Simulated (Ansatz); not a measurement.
The first iterations of a band of BF$_{3}$H$_{2}$O (7 atoms, charge 0, multiplicity 1).

Method: RHF/def2-SVP in Ansatz 0.2.0.

```json
{
  "movable images": "2",
  "climbing image": "yes",
  "spring": "5.0 eV/Å²",
  "optimiser": "quadratic models (default)",
  "start path": "through a guess of the saddle point",
  "force threshold": "0.05 eV/Å",
  "iteration limit": "60",
  "end points": "relaxed"
}
```

Initial state:

```xyz
7
Properties=species:S:1:pos:R:3
B 0.031 0.071 0.072
F -0.049 0.596 1.293
F 1.169 0.217 -0.581
F -1.088 0.039 -0.649
O 0.105 -1.712 0.549
H -0.581 -2.227 0.143
H 0.055 -1.836 1.488
```

Final state:

```xyz
7
Properties=species:S:1:pos:R:3
B -0.104 -0.306 -0.757
F 0.595 -0.952 2.980
F 0.717 0.702 -0.701
F -0.720 -0.570 -1.881
O -0.306 -1.055 0.338
H -0.915 -1.773 0.233
H 0.376 -0.899 2.102
```

| iteration | highest image above the first end (eV) | largest band force component (eV/Å) |
| --- | --- | --- |
| 1 | 4.712 | 14.303 |
| 2 | 1.992 | 5.371 |
| 3 | 2.686 | 4.988 |
| 4 | 2.436 | 2.649 |
| 5 | 1.920 | 1.968 |
| 6 | 1.256 | 1.901 |
| 7 | 1.234 | 5.586 |
| 8 | 1.107 | 2.329 |

Question: Does the band converge within its limit, and where does its top end?

Answer: The forces met the threshold. It ended after 25 iterations with the highest image 1.591 eV above the first end. Neighbouring images differ by up to 1.6 eV, so the band resolves the path poorly. Another band between the same ends (5 images) ends at a top of the same energy, where a vibrational analysis finds 1 clearly imaginary mode. So few images can step over the top or miss a turn of the path. The orbitals stay closed-shell, which can raise the energy where a bond breaks towards radicals; this wasn't checked here.

Time of the run: 56 s on 1 thread of Arm Neoverse V1, on a shared host, peak memory 0.14 GiB.
